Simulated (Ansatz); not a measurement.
Mulliken charges of C3H3FOSe (`CC1(F)OC1=[Se]`) from B3LYP/def2-TZVPP in Ansatz (PBE0-D4/def2-TZVP geometry).

| atom | x (Å) | y (Å) | z (Å) | charge (e) |
| --- | --- | --- | --- | --- |
| C1 | -0.072 | -0.939 | 0.701 | -0.215 |
| C2 | 0.439 | 0.114 | -0.211 | 0.288 |
| F3 | 1.775 | 0.206 | -0.214 | -0.185 |
| O4 | -0.119 | 0.168 | -1.555 | -0.208 |
| C5 | -0.305 | 1.218 | -0.758 | 0.096 |
| Se6 | -1.052 | 2.783 | -0.776 | -0.085 |
| H7 | 0.358 | -1.904 | 0.425 | 0.103 |
| H8 | -1.158 | -0.991 | 0.646 | 0.102 |
| H9 | 0.223 | -0.702 | 1.725 | 0.104 |

Problem. By hand: the dipole of these point charges (1 e Å = 4.8032 D).

Solution. Σ q r = (-0.160, -0.328, 0.434) e Å, of length 0.567 e Å = 2.72 D.

Problem. How does the dipole of the full density compare? (Estimate.)

Solution. The calculation gave: (-0.050, -0.462, 0.371) e Å, 2.86 D; the point charges give 0.95 times that, at 18° from its direction.

Point charges leave out the atoms' own dipoles, such as those of lone pairs, and Mulliken's split depends on the basis, so the close match here is no proof of good charges.

B3LYP here is the variant with VWN-RPA as its local correlation; programs differ in this.
